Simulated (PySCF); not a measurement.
**TDDFT excited states: C7H3F3**

Species: C7H3F3.
Bonds: C1–C2 (triple), C2–C3, C3–C4 (triple), C4–C5, C5–C6, C6–F7, C6–C8 (double), C8–F9, C8–F10. Hydrogens: H11 on C1; H12, H13 on C5.

Theory: PySCF 2.14.0, density-fitted response routines, TDDFT wB97X-D/def2-SVPD, vertical, gas phase, core orbitals frozen in the response. Geometry: GFN2-xTB, one conformer, isolated molecule. Torsions of this conformer, `[CH:1]#[C:2][C:3]#[C:4][CH2:5][C:6]([F:7])=[C:8]([F:9])[F:10]`: C4–C5–C6–F7 -78°.

List the vertical singlet excitations with oscillator strengths and describe the spectrum.

```tsv
state	E (eV)	E (kJ/mol)	λ (nm)	f	main configurations (H = HOMO, L = LUMO)
S1	4.80	463	258.6	0.0000	H-1→L (62%), H→L+1 (19%), H→L (8%)
S2	5.00	483	247.9	0.0023	H-1→L+1 (39%), H→L (35%), H-1→L (8%)
S3	5.02	484	247.0	0.0003	H→L+1 (53%), H-1→L (19%), H-1→L+1 (11%)
S4	6.65	642	186.4	0.122	H-2→L (43%), H→L (14%), H-2→L+2 (8%)
S5	7.16	691	173.2	0.065	H-2→L+1 (40%), H→L+2 (17%)
S6	7.22	696	171.8	0.203	H-2→L+1 (28%), H→L+2 (20%)
S7	7.31	705	169.6	0.119	H-1→L+2 (23%), H→L+2 (15%), H→L+3 (11%)
S8	7.34	708	169.0	0.099	H-1→L+2 (27%), H→L+2 (14%), H→L+3 (9%)
```

Triplets, Tamm–Dancoff:

```tsv
state	E (eV)	λ (nm)	main configurations (H = HOMO, L = LUMO)
T1	3.96	313.2	H-1→L+1 (38%), H→L (38%)
T2	4.40	281.9	H-1→L+1 (42%), H→L (38%)
T3	4.41	281.4	H-1→L (47%), H→L+1 (32%)
```

The lowest singlet lies at 4.80 eV (259 nm, ultraviolet) and is dark (f under 0.0005); its leading configuration is HOMO-1→LUMO (62%). The most intense listed level is S6 at 7.22 eV (172 nm, f = 0.203), 2.42 eV above S1. Löwdin shares by element: HOMO carbon 72% or more (atoms not listed hold the other 28%); LUMO carbon 74% or more (atoms not listed hold the other 26%). Weighted by f, the mean energy of these states is 7.13 eV. Of the 8 states listed, 5 reach f = 0.01 and 2 stay under 0.0005. The oscillator strengths of these states sum to 0.612; summed over the whole spectrum of an exact calculation they would give the number of electrons, 72 (Thomas–Reiche–Kuhn). The window holds the lowest 8 singlets.
